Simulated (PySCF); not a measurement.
Question: Give a PBE0-D3(BJ)/def2-SVP geometry of `[H][Sn]([H])([CH3])[N]=C=O` (SnH2Me(NCO)).

Answer: 
```
atom  x, y, z in Å
Sn1    0.800    0.041    0.647
H2     0.651   -0.058    2.347
H3     2.427   -0.061    0.133
C4    -0.277    1.671   -0.222
H5     0.148    2.628    0.111
H6    -1.331    1.616    0.083
H7    -0.214    1.608   -1.317
N8    -0.081   -1.647   -0.057
C9    -0.743   -2.481   -0.601
O10   -1.379   -3.318   -1.125
```

Any rigid rotation of these coordinates is as good. Atoms count from 1 in this order. Sn1 (tin bonded to C, N and 2 H) is distorted tetrahedral (angles from 105.0° to 113.9°). The 5 heavy atoms lie in one plane (0.004 Å rms).

Bonds between heavy atoms (Å): Sn1–C4 2.137, Sn1–N8 2.030, N8–C9 1.196, C9–O10 1.174.

The calculation used PBE0-D3(BJ)/def2-SVP geometry optimisation, gas phase, def2 core potentials past Kr (PySCF 2.14.0).

Point group: Cs (tolerance 0.08 Å). Not checked by PBE0-D3(BJ)/def2-SVP frequencies.
